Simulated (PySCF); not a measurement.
Compound: CdMe2, C₂H₆Cd (singlet state).
Bonds: Cd1–C2, Cd1–C6. Hydrogens: H3, H4, H5 on C2; H7, H8, H9 on C6.

The calculation used PySCF 2.14.0, PBE0-D3(BJ)/def2-SVP geometry optimisation, gas phase, def2 core potentials past Kr.

Question: What internal coordinates does the optimisation give?

Answer: 
| bond | length (Å) |
| --- | --- |
| Cd1–C2, Cd1–C6 | 2.115 |
| C2–H3 and 5 like bonds | 1.101 |

Bonds in one row agree within 0.01 Å and their mean is given. A selection of angles:
| angle | degrees |
| --- | --- |
| C2–Cd1–C6 | 179.5 |
| Cd1–C2–H3 | 110.7 |
| H3–C2–H4 | 107.9 |

Cd1 (cadmium bonded to 2 C) is linear (angle 179.5°).

Point group: near D3d, missed by 0.11 Å at most; the miss may be what the optimiser left on a soft mode (D3 holds within 0.08 Å). No frequency check.

Time: 14 s of wall time; peak memory 0.35 GiB. Hardware: one thread of an Arm Neoverse V2, no GPU, shared host with 96 logical CPUs at a one-minute load of 51. That covers the optimisation of the geometry.
